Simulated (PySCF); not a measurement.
```xyz
4
charge 0 multiplicity 1, angstrom
Re   -0.0670    0.0000    0.0000
F     1.7831    0.0000    0.0000
F    -0.5710    1.7122    0.0000
F    -0.5710   -1.7122    0.0000
```

These are results of PySCF, PBE0, basis Re def2-TZVP with ECP60, F def2-TZVP (scalar-relativistic core potentials, no spin–orbit coupling, density fitting), not measurements.

This geometry of ReF3 is a stationary point at this level.

(1) What is the point group?

(2) Is it a minimum?

(3) List the harmonic modes with their infrared intensities.

(4) Give the atomic charges and bond orders.

## Answers

(1) C2v.

(2) No: it has 1 imaginary mode, at 105i cm⁻¹ (b2).

(3) 
```csv
symmetry,ω (cm⁻¹),IR (km/mol)
b2,105i,–
b1,181,0.5
a1,182,2.6
a1,713,103
b2,741,213
a1,766,8.0
```

(4) 
```tsv
atom	Mulliken	Löwdin	polar tensor	Mayer order to Re1
Re1	0.98	0.55	1.65	–
F2	-0.35	-0.23	-0.59	0.99
F3,4	-0.32	-0.16	-0.53	1.13
```

Stability towards spin polarisation was not tested. Other isomers or separated fragments may lie lower. Spin–orbit coupling, left out here, can matter for elements this heavy.
